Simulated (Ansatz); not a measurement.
Mulliken charges of AlFGeH4 (`[F][AlH][GeH3]`) from ωB97M-V/def2-TZVPP in Ansatz (PBE0-D4/def2-TZVP geometry).

```
atom   x (Å)   y (Å)   z (Å)  charge (e)
  F1  -2.002  -1.488   0.716      -0.342
 Al2  -0.491  -1.327   0.067       0.616
 Ge3   0.428   0.960  -0.065      -0.219
  H4   0.204  -2.660  -0.423      -0.105
  H5   0.096   1.599  -1.428       0.013
  H6  -0.136   1.887   1.025       0.021
  H7   1.963   0.960   0.062       0.015
```

Q: By hand: the dipole of these point charges (1 e Å = 4.8032 D).

A: Σ q r = (0.295, -0.165, -0.141) e Å, of length 0.366 e Å = 1.76 D.

Q: How does the dipole of the full density compare? (Best estimate.)

A: Ansatz gave: (0.226, -0.001, -0.090) e Å, 1.17 D; the point charges give 1.50 times that, at 27° from its direction.

Point charges leave out the atoms' own dipoles, such as those of lone pairs, and Mulliken's split depends on the basis, so the two needn't agree.
